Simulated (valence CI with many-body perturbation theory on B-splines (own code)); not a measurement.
## Level structure of Cl IV

Computed by valence CI with perturbative core correlation (CI+MBPT): four valence electrons over a frozen Dirac-Fock core [Ne], a basis of 11 s, 11 p, 9 d, 7 f, 5 g, 2 h, 1 i functions for each j, with the one-electron correlation potential Σ1, the two-electron term Σ2, the three-electron term Σ3, Breit, model QED; selected CI, second order for the rest, scaled by the run's own slope (own B-spline code, finite nucleus).

Set against measurement, 21 paired levels are off by 44 cm⁻¹ on average, the worst by 187. These come from a selection out of Moore, Atomic Energy Levels, vol. I, NSRDS-NBS 35 (1971 reprint of NBS Circular 467, 1949), an old analysis. Levels without a partner in it may be off by more. Among the levels kept, up to 320 cm⁻¹ of a level comes from second order outside the variational space, and about a tenth of that is noise between levels of different J, which matters for small intervals.

Levels 1 to 45 of 65, with energies above the lowest level, 3s²3p² ³P_0. "Leading %" is the weight of the configuration and term that name the level; weights of strongly mixed levels are sums over their largest components and can fall short. In the jj column 3d3/2^4 stands for four electrons in 3d with j = 3/2. Lifetimes count E1, E2, E3, M1 and M2 decay at the calculated energies, and are blank where another channel may lead or the interval is too uncertain; long ones can be off by a factor of two.

```tsv
No.	Configuration	Term	J	E (eV)	Leading %	Second component	Lifetime	Leading jj
1	3s²3p²	³P	0	0.000	95			3s^2 3p1/2^2 (67 %)
2	3s²3p²	³P	1	0.061	95		463 s	3s^2 3p1/2 3p3/2 (95 %)
3	3s²3p²	³P	2	0.167	95		119 s	3s^2 3p3/2^2 (59 %)
4	3s²3p²	¹D	2	1.716	94		3.57 s	3s^2 3p1/2 3p3/2 (58 %)
5	3s²3p²	¹S	0	4.054	93			3s^2 3p3/2^2 (65 %)
6	3s3p³	⁵S°	2	8.914	98		17.0 μs	3s 3p1/2 3p3/2^2 (55 %)
7	3s3p³	³D°	1	12.730	83	13 % 3s²3p3d ³D°	6.56 ns	3s 3p1/2 3p3/2^2 (37 %)
8	3s3p³	³D°	2	12.735	83	13 % 3s²3p3d ³D°	6.64 ns	3s 3p1/2 3p3/2^2 (56 %)
9	3s3p³	³D°	3	12.745	83	13 % 3s²3p3d ³D°	6.80 ns	3s 3p1/2 3p3/2^2 (83 %)
10	3s3p³	³P°	2	14.910	82	14 % 3s²3p3d ³P°	1.91 ns	3s 3p3/2^3 (42 %)
11	3s3p³	³P°	1	14.912	82	14 % 3s²3p3d ³P°	1.85 ns	3s 3p1/2 3p3/2^2 (55 %)
12	3s3p³	³P°	0	14.912	83	14 % 3s²3p3d ³P°	1.83 ns	3s 3p1/2 3p3/2^2 (83 %)
13	3s²3p3d	¹D°	2	16.036	51	43 % 3s3p³ ¹D°	2.26 ns	3s 3p1/2 3p3/2^2 (34 %)
14	3s²3p3d	³F°	2	19.185	95		298 ns	3s^2 3p1/2 3d3/2 (71 %)
15	3s²3p3d	³F°	3	19.242	95		286 ns	3s^2 3p3/2 3d3/2 (49 %)
16	3s²3p3d	³F°	4	19.321	95			3s^2 3p3/2 3d5/2 (95 %)
17	3s3p³	³S°	1	20.446	82	9 % 3s3p³ ¹P°	63.0 ps	3s 3p1/2 3p3/2^2 (49 %)
18	3s3p³	¹P°	1	20.696	66	17 % 3s²3p3d ¹P°	112 ps	3s 3p3/2^3 (40 %)
19	3s²3p3d	³P°	2	22.523	79	13 % 3s3p³ ³P°	72.9 ps	3s^2 3p1/2 3d5/2 (47 %)
20	3s²3p3d	³P°	1	22.577	80	13 % 3s3p³ ³P°	72.3 ps	3s^2 3p3/2 3d3/2 (37 %)
21	3s²3p3d	³P°	0	22.605	80	13 % 3s3p³ ³P°	72.2 ps	3s^2 3p3/2 3d3/2 (80 %)
22	3s²3p3d	³D°	1	23.191	80	12 % 3s3p³ ³D°	47.7 ps	3s^2 3p3/2 3d3/2 (38 %)
23	3s²3p3d	³D°	2	23.212	78	12 % 3s3p³ ³D°	48.3 ps	3s^2 3p3/2 3d3/2 (39 %)
24	3s²3p3d	³D°	3	23.233	81	12 % 3s3p³ ³D°	48.2 ps	3s^2 3p3/2 3d5/2 (56 %)
25	3s3p³	¹D°	2	23.268	48	42 % 3s²3p3d ¹D°	55.7 ps	3s 3p1/2 3p3/2^2 (40 %)
26	3s²3p3d	¹F°	3	25.188	93		45.4 ps	3s^2 3p3/2 3d3/2 (37 %)
27	3s²3p3d	¹P°	1	26.111	74	16 % 3s3p³ ¹P°	60.7 ps	3s^2 3p3/2 3d5/2 (46 %)
28	3s²3p4s	³P°	0	26.661	93		230 ps	3s^2 3p1/2 4s (93 %)
29	3s²3p4s	³P°	1	26.706	90		221 ps	3s^2 3p1/2 4s (76 %)
30	3s²3p4s	³P°	2	26.840	93		228 ps	3s^2 3p3/2 4s (93 %)
31	3s²3p4s	¹P°	1	27.210	89		104 ps	3s^2 3p3/2 4s (75 %)
32	3s3p²3d	³P	2	27.704	50	45 % 3p⁴ ³P	1.12 ns	3p1/2^2 3p3/2^2 (34 %)
33	3s3p²3d	³P	1	27.795	51	45 % 3p⁴ ³P	1.12 ns	3p1/2 3p3/2^3 (45 %)
34	3s3p²3d	³P	0	27.835	51	45 % 3p⁴ ³P	1.12 ns	3s 3p3/2^2 3d5/2 (35 %)
35	3s3p²3d	⁵F	1	28.442	98		1.93 μs	3s 3p1/2 3p3/2 3d3/2 (42 %)
36	3s3p²3d	⁵F	2	28.462	98		2.29 μs	3s 3p1/2 3p3/2 3d3/2 (50 %)
37	3s3p²3d	⁵F	3	28.492	98		3.13 μs	3s 3p1/2 3p3/2 3d3/2 (41 %)
38	3s3p²3d	⁵F	4	28.533	98		5.55 μs	3s 3p1/2 3p3/2 3d5/2 (52 %)
39	3s3p²3d	⁵F	5	28.585	98		20.7 μs	3s 3p3/2^2 3d5/2 (64 %)
40	3p⁴	¹D	2	28.619	56	36 % 3s3p²3d ¹D	1.67 ns	3p1/2 3p3/2^3 (41 %)
41	3s3p²3d	⁵D	0	29.373	98		465 ns	3s 3p1/2 3p3/2 3d3/2 (78 %)
42	3s3p²3d	⁵D	1	29.378	98		257 ns	3s 3p1/2 3p3/2 3d3/2 (55 %)
43	3s3p²3d	⁵D	2	29.388	98		160 ns	3s 3p3/2^2 3d3/2 (30 %)
44	3s3p²3d	⁵D	3	29.403	98		151 ns	3s 3p3/2^2 3d3/2 (24 %)
45	3s3p²3d	⁵D	4	29.425	98		5.12 μs	3s 3p1/2 3p3/2 3d5/2 (53 %)
```

Names give the largest LS component (configuration and term), which can be under half, so a name can repeat, a term be missing and a line seem to break the LS rules; names also repeat where a configuration has a term twice.

Where two levels of one J and parity lie close, their mixing, g and order are uncertain.

The ionisation energy to 3s²3p ²P°1/2 of the next ion comes out as 53.18 eV (NIST: 53.24 ± 0.12 eV (semi-empirical)). All 65 levels together are meant to be complete up to 33.812 eV.
